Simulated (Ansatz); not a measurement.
A single point on C2H8AlBSi (`C[Si]1([AlH2])BC1`).

```yaml
crystal:
  periodic: [false, false, false]
  atoms:
    - {symbol: C, position_ang: [-1.783444, 0.665811, 0.433539]}
    - {symbol: Si, position_ang: [0.038754, 1.005026, 0.001708]}
    - {symbol: Al, position_ang: [1.499612, -0.216379, 1.450848]}
    - {symbol: B, position_ang: [0.629128, -0.939008, -0.587299]}
    - {symbol: C, position_ang: [0.418686, 0.138071, -1.649968]}
    - {symbol: H, position_ang: [-2.372878, 1.527540, 0.103136]}
    - {symbol: H, position_ang: [-1.917894, 0.569359, 1.512597]}
    - {symbol: H, position_ang: [-2.195493, -0.219704, -0.055020]}
    - {symbol: H, position_ang: [0.936420, -0.422388, 2.917540]}
    - {symbol: H, position_ang: [3.005815, -0.516573, 1.018137]}
    - {symbol: H, position_ang: [0.714940, -2.128210, -0.631124]}
    - {symbol: H, position_ang: [1.358065, 0.520390, -2.058317]}
    - {symbol: H, position_ang: [-0.311309, -0.018735, -2.441179]}
basis:
  gaussian: {orbitals: def2-QZVPP}
correlation: {method: mp2}
```

```sh
$ ansatz run in.yaml --threads 4 --pin off --events-out ev --progress --plain --max-ram 10444MiB
```

Output, abridged:

```
Functional definition: HF
3219 factors; integrals over basis functions are off by at most 1.0e-3 eV
mean field evaluation 1: about -17299.1758 eV, gradient 4.0e1 eV
mean field evaluation 2: about -17299.3222 eV, gradient 4.1e1 eV
mean field evaluation 4: about -17304.2309 eV, gradient 4.2e0 eV
mean field evaluation 8: about -17304.3273 eV, gradient 3.2e-1 eV
mean field evaluation 16: about -17304.3286 eV, gradient 2.2e-6 eV
mean field -17304.32855504 eV, -635.9223451027 hartree, gradient 2.2e-6 eV, S^2 0.000000; 0 other end points of the search recorded, 0 dependent functions left out
13 core orbitals not correlated: weight in the atoms' cores, before any rotation towards them, 1.000 or more for the frozen orbitals, at most 0.000 for the correlated occupied ones
reference -17304.32855504 eV, -635.9223451027 hartree; 13, 13 occupied and 525, 525 virtual orbitals, 3219 factors
second order -18.95001586 eV of doubles, -0.00000000 eV of singles
Total energy: -17323.27857090 eV, -636.6187453406 hartree
```

It took 34 s on 4 threads of an Arm Neoverse V1 on a shared host, with 4.3 GiB of host memory at the peak.
